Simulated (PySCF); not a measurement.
**Nuclear repulsion and electron count by hand**

System: F₄Ti, triplet, at a GFN2-xTB geometry (such geometries of metal compounds can be far from the true shape) (the multiplicity is a formal guess). Level: B3LYP/STO-3G run with PySCF. Sums are taken with unrounded values, so a last digit can differ.

Coordinates (Å):

```
atom         x         y         z
----  --------  --------  --------
Ti1    0.00000   0.00000   0.00000
F2     1.25634   0.24807  -1.23213
F3     1.13924  -0.58020   1.23432
F4    -1.27182  -0.37573  -1.18295
F5    -1.12376   0.70786   1.18075
```

Task: Work out the nuclear repulsion energy and the numbers of alpha and beta electrons.

Result: In atomic units each pair adds Z_i Z_j / r_ij, with r in bohr (1 bohr = 0.529177 Å).
| pair | r (Å) | r (bohr) | Z_i Z_j | term (Eh) |
|---|---|---|---|---|
| Ti1-F2 | 1.7771 | 3.3582 | 198 | 58.9598 |
| Ti1-F3 | 1.7771 | 3.3582 | 198 | 58.9598 |
| Ti1-F4 | 1.7771 | 3.3582 | 198 | 58.9598 |
| Ti1-F5 | 1.7771 | 3.3582 | 198 | 58.9598 |
| F2-F3 | 2.6044 | 4.9217 | 81 | 16.4578 |
| F2-F4 | 2.6044 | 4.9217 | 81 | 16.4578 |
| F2-F5 | 3.4203 | 6.4634 | 81 | 12.5322 |
| F3-F4 | 3.4203 | 6.4634 | 81 | 12.5322 |
| F3-F5 | 2.6044 | 4.9217 | 81 | 16.4578 |
| F4-F5 | 2.6044 | 4.9217 | 81 | 16.4578 |
The sum is 326.7346 Eh; PySCF gives 326.7346 Eh. The atomic numbers add up to 58, so at charge +0 there are 58 electrons; multiplicity 3 means 2 unpaired, so 30 alpha and 28 beta.
